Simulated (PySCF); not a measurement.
**ICl4, doublet: computed properties**

All numbers come from PySCF, UPBE0, basis I def2-TZVP with ECP28, Cl def2-TZVP (scalar-relativistic core potentials, no spin–orbit coupling, density fitting).

The structure is a minimum.

* Point group: C4v
* Bond lengths: I–Cl 2.413 Å (×4)
* Bond angles: Cl–I–Cl 88.9° (×4), Cl–I–Cl 163.8° (×2)
* Zero-point energy: 11.1 kJ/mol
* Principal quadrupole moments (Buckingham, traceless) about the centre of mass: -2.48, -2.48, 4.97 D Å
* Atomisation energy without zero-point energy: 599 kJ/mol
* Entropy at 298.15 K and 1 bar (electronic part: spin only): 388.7 J/(mol K)
* Lowest empty level (β): -6.18 eV
* Highest occupied level (α): -8.46 eV
* Heat capacity Cp at 298.15 K: 101.2 J/(mol K)
* Spin squared ⟨S²⟩: 0.758
* Principal polarisabilities: 49.3, 133.8, 133.8 bohr³
* Rotational constants: 0.04144, 0.04144, 0.02112 cm⁻¹
* Enthalpy at 298.15 K above 0 K: 23.32 kJ/mol
* Rotational symmetry number: 4
* Dipole moment: 0.88 D

Harmonic modes (masses in u: I 126.904, Cl 34.969):
```tsv
symmetry	ω (cm⁻¹)	IR (km/mol, summed over degenerate members)	type
b1	53	0.0	bend
e	130	0.3	bend
a1	142	3.9	bend
b2	153	0.0	bend
b1	289	0.0	stretch
e	317	311	stretch
a1	320	0.8	stretch
```

In C4v the vibrations span 2b1 + 2e + 2a1 + b2. The b1, b2 modes carry no infrared intensity, as symmetry demands.

Charges (e):
| atom | Mulliken | Löwdin | polar tensor | spin (Mulliken) | Mayer order to I1 |
| --- | --- | --- | --- | --- | --- |
| I1 | 0.83 | 0.39 | 2.09 | 0.33 | – |
| Cl2,3,4,5 | -0.21 | -0.10 | -0.52 | 0.17 | 0.91 |

Mulliken populations on I1 (electrons outside its core potential): s 3.95, p 9.56, d 10.60, f 0.07.

Other isomers or separated fragments may lie lower. Spin–orbit coupling, left out here, can matter for elements this heavy.

The final relaxation and frequency run took 95 s on 8 threads of a shared Arm Neoverse V1 host, with 198 basis functions and 8 gradients; the process peaked at 2.3 GiB. Launch command: `OMP_NUM_THREADS=8 python axn.py task.json out`.
